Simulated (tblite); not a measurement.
C₂H₈NOSi (doublet state).
Cartesian coordinates in Å at the GFN2-xTB level; atoms count from 1:
```xyz
13
C2H8NOSi angstrom
C     -1.0581   -1.2643   -0.0045
N     -0.1548   -0.1515   -0.0596
C     -0.7973    1.1150    0.1550
Si     1.5317   -0.3963    0.1932
O      2.1710    1.1056   -0.0224
H     -1.5422   -1.3527    0.9770
H     -1.8434   -1.1436   -0.7576
H     -0.5172   -2.1855   -0.2065
H     -1.5667    1.2726   -0.6080
H     -1.2804    1.1668    1.1395
H     -0.0577    1.9061    0.0811
H      1.9959   -1.2921   -0.8686
H      3.1149    1.2203   -0.0363
```

Method: GFN2-xTB as coded in tblite; computed harmonic values from a numerical Hessian at the method's own geometry, unscaled. The method is semi-empirical: single wavenumbers can be off by several per cent or more. Modes of hydrogen on silicon can be 10 to 20 % off. One conformer, not necessarily the lowest. Open shells enter through the occupations alone, without spin polarisation, and single modes of such species can be off by tens of per cent.

Harmonic wavenumbers (cm⁻¹): 70.7, 148.3, 174.4, 192.3, 202.2, 267.0, 311.4, 381.0, 590.6, 639.6, 690.4, 783.1, 850.5, 1044.5, 1061.4, 1089.3, 1127.6, 1223.0, 1310.3, 1415.8, 1426.4, 1478.4, 1488.4, 1499.2, 1510.5, 2202.9, 2879.1, 2882.5, 2934.6, 2940.9, 3033.3, 3059.7, 3716.2.

A = 7021, B = 2950, C = 2167 MHz; mass 90.038 u (most abundant isotopes); point group C1, symmetry number 1; spin multiplicity 2.

Task: Zero-point energy?

Result: Half the sum of the wavenumbers: 22313 cm⁻¹ = 63.80 kcal/mol.

Task: Entropy at 273.15 K, 1 bar (ideal gas, RRHO, classical rotation)?

Result: Translation 39.00, rotation 26.11, vibration 17.79, spin (R ln 2) 1.38: S = 84.3 cal/(mol K).

Task: And Cp and H(273.15 K) − H(0)?

Result: Cp = 26.96 cal/(mol K), of which vibrations give 19.01 (their classical limit is 33 R = 65.6); H(273.15 K) − H(0) = 4.88 kcal/mol without the zero-point energy, 2.71 from vibrations.

Task: Blend soft modes into free rotors: weight 1/[1 + (100 cm⁻¹/ν̃)⁴] for the oscillator and the rest for a rotor with moment μB/(μ + B), μ = h/(8π²ν), B = 10⁻⁴⁴ kg m². What vibrational entropy results?

Result: 17.11 cal/(mol K) in place of 17.79, which changes −T·S at 273.15 K by +0.19 kcal/mol.

Task: Which modes carry the vibrational entropy at 273.15 K?

Result: 70.7 cm⁻¹: 3.96; 148.3 cm⁻¹: 2.53; 174.4 cm⁻¹: 2.22; 192.3 cm⁻¹: 2.04; 202.2 cm⁻¹: 1.95; 267.0 cm⁻¹: 1.47 cal/(mol K); the other 27 give 3.61 together.

Task: What must be added to the electronic energy to get the Gibbs energy at 273.15 K and 1 bar?

Result: ZPE + [H(273.15 K) − H(0)] − T·S = 63.80 + 4.88 − 23.02 = 45.66 kcal/mol.

Task: How do the functions run with temperature in this model?

Result: 
```csv
T (K),S (cal/(mol K)),Cp (cal/(mol K)),H − H(0) (kcal/mol),G − H(0) (kcal/mol),ln q(vib)
50,54.2,10.8,0.44,-2.27,0.17
100,63.3,15.9,1.11,-5.22,0.82
298.15,86.7,28.4,5.57,-20.28,4.41
373.15,93.5,32.7,7.87,-27.04,5.76
500,104.0,39.1,12.43,-39.58,7.96
750,121.8,48.5,23.46,-67.87,12.04
1000,136.7,55.0,36.45,-100.23,15.79
```

q(vib) and H(0) count from the zero-point level.

Hindered rotation and anharmonicity are outside this model. Other conformers, if any are populated, would add a mixing term that is left out. The structure is chiral; the term R ln 2 for an equal mix with its mirror image is left out.
